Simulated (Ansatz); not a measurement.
Relaxation of GeH6N (8 atoms, charge 0, multiplicity 2), to a largest force component of 0.03 eV/Å in at most 50 steps.

Computed with UKS LDA/def2-SVP (Ansatz).

```xyz
8
Properties=species:S:1:pos:R:3:forces:R:3
H -1.463 0.832 -0.579 0.04 0.05 -0.05
N -1.832 0.147 0.091 -0.09 -0.01 -0.01
Ge 1.191 -0.020 -0.203 0.13 0.03 -0.04
H -1.568 -0.793 -0.226 0.03 -0.05 0.00
H -1.415 0.327 1.011 0.05 0.00 0.07
H 1.304 -1.565 -0.030 -0.02 0.06 -0.02
H 2.262 0.452 -1.246 -0.11 -0.06 0.13
H 1.521 0.619 1.182 -0.03 -0.02 -0.08
```

Task: Where does it end, and by what steps?

Result: The run converged. After 4 steps the energy has fallen by 0.010 eV; H6 moved furthest, 0.18 Å.

| step | energy less start (eV) | largest force component (eV/Å) | accepted |
| --- | --- | --- | --- |
| 0 | 0.0000 | 0.135 | yes |
| 1 | -0.0002 | 0.109 | yes |
| 2 | -0.0068 | 0.061 | yes |
| 3 | -0.0089 | 0.040 | yes |
| 4 | -0.0096 | 0.009 | yes |

```xyz
8
Properties=species:S:1:pos:R:3
H -1.441 0.797 -0.566
N -1.791 0.125 0.130
Ge 1.178 0.032 -0.279
H -1.542 -0.823 -0.179
H -1.331 0.315 1.030
H 1.151 -1.512 -0.101
H 2.400 0.409 -1.166
H 1.377 0.657 1.131
```

Time of the run: 5.3 s on 2 threads of Intel(R) Xeon(R) Platinum 8259CL CPU @ 2.50GHz (Skylake/Cascade Lake) (shared host), peak memory 0.17 GiB.
